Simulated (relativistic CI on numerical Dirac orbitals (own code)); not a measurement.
# Sensitivity of the levels of Hg X to α and to the nuclear radius

These numbers are calculated, not measured: Dirac-Coulomb-Breit CI, KLI orbitals optimised for each configuration, derivatives by finite differences, unscaled Slater integrals, QED left out (own radial code, finite nucleus).

Configurations in the expansion (outside the closed core [Kr] 4d10 4f14 5s2): 5p6 5d3, 5p6 5d2 6s, 5p6 5d2 5f, 5p5 5d4, 5p6 5d 6s2, 5p6 5d2 6p, 5p6 5d 5f2, 5p6 5d 6s 6p. Levels of other configurations are missing.

With x = (α/α₀)² − 1 an excitation energy changes as ω = ω₀ + qx; K = 2q/ω₀ is the relative enhancement. Terms are leading LS components, so labels can repeat. The field-shift factor is F = δν/δ⟨r²⟩ for the transition from the lowest level.

Lowest level 5p6 5d3 4F_3/2.

| Level | ω₀ (cm⁻¹) | q (cm⁻¹) | F (GHz/fm²) |
| --- | --- | --- | --- |
| 5p6 5d3 4F_5/2 | 13808 | 17950 | 1.3 |
| 5p6 5d3 4F_7/2 | 22971 | 23220 | 1.88 |
| 5p6 5d3 4P_3/2 | 24777 | 13270 | 1.93 |
| 5p6 5d3 4F_9/2 | 27532 | 20760 | 1.84 |
| 5p6 5d3 4P_1/2 | 29124 | 16270 | 2.17 |
| 5p6 5d3 2G_7/2 | 42352 | 32260 | 3.07 |
| 5p6 5d3 4P_5/2 | 44035 | 29150 | 2.68 |
| 5p6 5d3 2H_9/2 | 44646 | 35960 | 3.06 |
| 5p6 5d3 2D_3/2 | 50371 | 35800 | 3.7 |
| 5p6 5d3 2P_1/2 | 52868 | 36170 | 5.06 |
| 5p6 5d3 2H_11/2 | 57640 | 37390 | 3.4 |
| 5p6 5d3 2D_5/2 | 61478 | 38650 | 4.23 |
| 5p6 5d3 2F_5/2 | 66611 | 29120 | 3.79 |

At this charge energies of transitions that change n are usually good to better than 1 %, and those within a shell (Δn = 0) to a few per cent. Terms inside the open d or f shell come out 10 to 20 % too wide with unscaled integrals. Levels and lines within the n = 5 or 6 shells can be off by up to 10 % or somewhat more, and those that change n by about 2 %, since core polarisation is missing.

Which transition from the lowest level has the largest |K|?

5p6 5d3 4F_5/2 at 13808 cm⁻¹, K = 2.6.
